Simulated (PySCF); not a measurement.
The multiplicity is imposed and other spin states were not computed.

B3LYP has the VWN-RPA correlation part, as in Gaussian. 

Cartesian coordinates (Å):
```xyz
6

Au    -0.0421     0.0273    -0.1139
O      0.3874     1.9824     0.7228
H      0.8233     1.8683     1.5913
H     -0.4561     2.4385     0.9171
O     -0.4793    -1.7518    -0.7884
H     -0.0382    -1.8032    -1.6610
```
Charge 0, spin multiplicity 1.

Question: What is the computed dipole moment, charge on the central atom (Mulliken) and LUMO (B3LYP-D3(BJ)/def2-TZVP // PBE-D3(BJ)/def2-SVP run with PySCF 2.14.0)?

Answer: 
The dipole moment comes out as 6.02 D. The charge on the central atom (Mulliken) comes out as 0.19 e and the LUMO is -1.65 eV.
